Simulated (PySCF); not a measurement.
Structure with atom numbers: `[CH2:1]=[C:2]1[C@@H:3]([O:4][SiH2:5][F:6])[C@H:7]1[CH:8]([F:9])[F:10]`. Each H is labelled by its parent atom. Ha(C1) is cis to C3; Ha(Si5) is pro-R; Hb(Si5) is pro-S; Hb(C1) is trans to C3.

Theoretical values (PySCF): geometry from GFN2-xTB, shielding tensors at PBE0/pcSseg-1 (GIAO). A single conformation, no relativistic terms, isolated molecule.

Referencing at the same level of theory: TMS for 13C (σref 186.93).

Question: Do the 13C shifts follow the atomic charges (in e)? Tabulate both.

Answer: 
| atoms | hybridisation | δ (ppm) | σ para (ppm) | Hirshfeld | IAO | Mulliken | ESP-fitted |
| --- | --- | --- | --- | --- | --- | --- | --- |
| C2 | sp2 | 139.9 | -220 | -0.01 | -0.03 | -0.25 | +0.08 |
| C8 | sp3 | 121.8 | -179 | +0.15 | +0.45 | +0.61 | +0.58 |
| C1 | sp2 | 119.7 | -189 | -0.08 | -0.30 | -0.07 | -0.48 |
| C3 | sp3 | 53.8 | -110 | +0.04 | +0.06 | +0.23 | +0.02 |
| C7 | sp3 | 30.4 | -100 | -0.07 | -0.20 | -0.29 | -0.29 |

Correlation coefficients of δ with charge over these carbons: Hirshfeld +0.23, IAO +0.24, Mulliken +0.18, ESP-fitted +0.31; with the paramagnetic shielding -0.98. With so few points, grouped by hybridisation, these coefficients are fragile. Charge is one influence among several: hybridisation and low-lying excitations act through the paramagnetic term.

Shifts are as computed. Against solution values, carbons near 30 ppm lie about +3 ppm off and those near 130 ppm about +5 ppm. Of 1211 compounds with measured shifts, 218 miss one by over three times the rms of a fit or turn the order of signals round; such compounds aren't used in these exercises.
